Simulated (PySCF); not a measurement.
PbHCl, SMILES [Cl][PbH] (connectivity only; charge and spin as stated), neutral, multiplicity 1. Heavy atoms are numbered as in [PbH:1][Cl:3]. Hydrogens are named by the atom that carries them.

The structure is a stationary point at B3LYP-D3(BJ)/def2-TZVP. The def2 effective core potentials stand for the cores of Pb; spin–orbit coupling is left out.

Method: PySCF with B3LYP/def2-TZVPD.

Mulliken values depend strongly on the basis, most of all with diffuse functions as here. ESP charges are fitted to the potential on shells at 1.4 to 2.0 van der Waals radii. Atomic charges (e), one atom of each kind:

```csv
atom,ESP fit,Mulliken
Pb1 (PbH),___,0.58
H on Pb1,___,-0.12
Cl3,___,-0.46
```

Problem. Some entries are withheld; supply them. (Estimate from the structure and the level; the computed values follow.)

Solution. 
- Pb1 (PbH), ESP fit: 0.49
- H on Pb1, ESP fit: -0.16
- Cl3, ESP fit: -0.33
